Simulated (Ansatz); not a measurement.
Basis sets compared for the cluster Na9⁺. Charge 1, multiplicity 1. Geometry r2SCAN/def2-SVP. Ansatz on 4 threads of Arm Neoverse V2 on a shared host; times are rough, and most runs start from earlier orbitals.

| atom | x (Å) | y (Å) | z (Å) |
| --- | --- | --- | --- |
| Na1 | 0.769 | -1.952 | -1.768 |
| Na2 | 1.168 | -1.814 | 1.725 |
| Na3 | -2.182 | -0.094 | -2.939 |
| Na4 | 3.640 | -0.100 | -0.403 |
| Na5 | 0.851 | 1.747 | -1.951 |
| Na6 | -2.057 | -1.794 | 0.317 |
| Na7 | -1.978 | 1.918 | 0.138 |
| Na8 | -1.456 | 0.194 | 3.343 |
| Na9 | 1.246 | 1.895 | 1.539 |

The restricted singlet is unstable towards broken spin symmetry in Hartree–Fock (as tested in another run); at PBE/def2-SVP, PBE/def2-TZVP, PBE0/def2-SVP, PBE0/def2-TZVP this wasn't settled. The structure comes from a short search, and lower isomers may exist.

```tsv
level	functions	energy (Eh)	HOMO (eV)	LUMO (eV)	wall time
PBE/def2-SVP	135	-1459.0011	-5.88	-4.68	4 s
PBE0/def2-SVP	135	-1459.1271	-6.24	-4.24	6.5 s
```

(1) Estimate the rows for PBE/def2-TZVP (with forces), PBE0/def2-TZVP.

Answers

(1) 
```tsv
level	functions	energy (Eh)	HOMO (eV)	LUMO (eV)	wall time
PBE/def2-TZVP (with forces)	288	-1459.5381	-5.90	-4.71	8.5 s
PBE0/def2-TZVP	288	-1459.6589	-6.26	-4.25	15 s
```
